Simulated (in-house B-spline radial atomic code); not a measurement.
**BLYP excitations of Sn4+**

Method: BLYP. Computed with an all-electron radial atomic-structure program (B-spline basis): linear response of the closed shell [Kr] 4d10 with the functional's adiabatic kernel; scalar-relativistic (spin-free one-electron X2C), finite nucleus, no spin-orbit coupling, no double excitations, S, P, D and F terms only; shells from n = 2 respond. Only terms of natural parity with L up to 3 were computed.

Command:
```bash
python run_td.py task.json out
```
Settings (radii: box in bohr, nucleus in fm):
```
Z                        50
electrons                46
configuration            [Kr] 4d10
hamiltonian              x2c
method                   b88,lyp
box_radius               19.1
rms_radius               4.6519
intervals                71
```

Cost of the run: 3.8 s on 1 thread of Arm Neoverse N1, with other jobs on the host.

The lowest states, in the order of their Tamm-Dancoff energies; the method's threshold (minus the highest occupied level) is 67.50 eV. Labels give the largest channel, * marks a mixed state, and oscillator strengths are full-response dipole values. Semilocal kernels can invert the small singlet-triplet splittings of Rydberg terms. Energies in eV:

```
     state  full response  Tamm-Dancoff  oscillator strength
4d → 5s 3D         20.325        20.345                    -
4d → 5s 1D              ?             ?                    -
4d → 5p 3P          30.09         30.12                    -
4d → 5p 3F          30.21         30.22                    -
4d → 5p 1F          30.72         30.72                    -
4d → 5p 1P          31.69         31.77                0.842
4d → 5d 3S          43.32         43.34                    -
4d → 5d 3D          43.70         43.70                    -
4d → 5d 1D              ?             ?                    -
4d → 6s 3D          46.12         46.12                    -
```

Task: Where does 4d → 5d 1D lie?

Result: At 44.10 eV in full response, 44.12 eV in Tamm-Dancoff.

Task: Where does 4d → 5s 1D lie?

Result: At 21.148 eV in full response, 21.164 eV in Tamm-Dancoff.

Task: How large is the singlet-triplet splitting of 4d → 5s (D terms) in Tamm-Dancoff?

Result: 0.819 eV, from the unrounded values.

Task: What polarisabilities and dispersion coefficient does the method give?

Result: Dipole 2.443 bohr³, quadrupole 5.342 bohr⁵, C6 9.511 hartree·bohr⁶ for two such species.
